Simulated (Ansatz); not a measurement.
One change: `C[SiH2][B](C)[AlH2]` becomes `C[B]([AlH2])[GeH3]`.

Ansatz, PBE0-D4/def2-TZVP geometries, multiplicity 1. Each molecule was computed in one conformer, which needn't be the lowest.

Scalar relativity is left out up to krypton.

```csv
property,`C[SiH2][B](C)[AlH2]`
LUMO energy (PBE0/def2-TZVPP) / eV,-2.10
HOMO–LUMO gap (ωB97M-V/def2-TZVPP) / eV,8.50
LUMO energy (ωB97M-V/def2-TZVPP) / eV,-0.15
HOMO energy (B3LYP/def2-TZVPP) / eV,-6.44
HOMO energy (PBE/def2-TZVPP) / eV,-5.53
size of the dipole moment (ωB97M-V/def2-TZVPP) / D,0.90
```

**Question.** What does the change do to each property? (Best estimate.)

**Answer.** Computed: 
| property | `C[B]([AlH2])[GeH3]` | shift |
| --- | --- | --- |
| LUMO energy (PBE0/def2-TZVPP) / eV | -2.16 | -0.06 |
| HOMO–LUMO gap (ωB97M-V/def2-TZVPP) / eV | 8.62 | 0.12 |
| LUMO energy (ωB97M-V/def2-TZVPP) / eV | -0.20 | -0.05 |
| HOMO energy (B3LYP/def2-TZVPP) / eV | -6.61 | -0.17 |
| HOMO energy (PBE/def2-TZVPP) / eV | -5.71 | -0.18 |
| size of the dipole moment (ωB97M-V/def2-TZVPP) / D | 1.62 | 0.72 |

With PBE0 the HOMO falls by 0.18 eV and the LUMO falls by 0.06 eV, so the gap widens by about 0.12 eV. PBE moves the HOMO by -0.18 eV and ωB97M-V by -0.17 eV. Dipoles are sizes alone; their direction can turn.

B3LYP here is the variant with VWN-RPA as its local correlation; programs differ in this.
